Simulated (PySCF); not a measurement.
Molecule: SMILES BC1=COC=C1, C$_{4}$H$_{5}$BO.

Cartesian coordinates in Å; atom numbers follow the order of the lines, from 1:
```xyz
11

B     1.947   -0.101    0.116
C     0.425   -0.073   -0.026
C    -0.527    0.746    0.669
C    -1.753    0.409    0.202
O    -1.653   -0.559   -0.735
C    -0.356   -0.839   -0.864
H     2.477    0.614    0.874
H     2.573   -0.841   -0.538
H    -0.304    1.481    1.414
H    -2.739    0.760    0.436
H    -0.086   -1.595   -1.576
```

Frames of a GFN2-xTB Langevin trajectory at 600 K; GIAO PBE0/pcSseg-1 shieldings in PySCF 2.14.0 with density-fitted response routines, gas phase, non-relativistic; equivalent atoms averaged within each frame.

Referencing at the same level of theory: 11B (σref 100.07) against BF3·OEt2; 13C (σref 186.93), 1H (σref 31.72) against TMS; 17O (σref 336.08) against H2O. The references are static minima.

How do the shifts (ppm) fluctuate along the trajectory?

## Answers


| time (fs) | B1 | C6 | C2 | C4 | C3 | O5 | H11 | H9 | H10 | H7/H8 |
| --- | --- | --- | --- | --- | --- | --- | --- | --- | --- | --- |
| 250 | 63.3 | 164.4 | 146.4 | 145.8 | 133.9 | 345.1 | 8.22 | 7.68 | 7.18 | 6.72 |
| 425 | 79.3 | 161.0 | 147.7 | 148.4 | 128.7 | 297.5 | 7.19 | 6.94 | 8.03 | 8.33 |
| 625 | 69.4 | 169.6 | 129.6 | 153.7 | 125.8 | 357.0 | 8.36 | 6.92 | 7.35 | 8.05 |
| 800 | 68.1 | 172.1 | 142.8 | 160.1 | 139.1 | 333.1 | 9.38 | 9.23 | 8.46 | 7.66 |
| 1000 | 73.6 | 168.5 | 144.6 | 146.9 | 113.6 | 343.1 | 8.35 | 6.66 | 7.54 | 7.56 |
| mean of frames | 70.7 | 167.1 | 142.2 | 151.0 | 128.2 | 335.2 | 8.30 | 7.48 | 7.71 | 7.66 |
| standard deviation | 6.0 | 4.4 | 7.3 | 5.9 | 9.6 | 22.7 | 0.78 | 1.05 | 0.53 | 0.61 |

5 frames give an uncertainty of the mean of about the standard deviation over 2.2 at best, since frames this close in time may not be independent; classical motion lacks zero-point vibration, and the reference would need the same averaging.
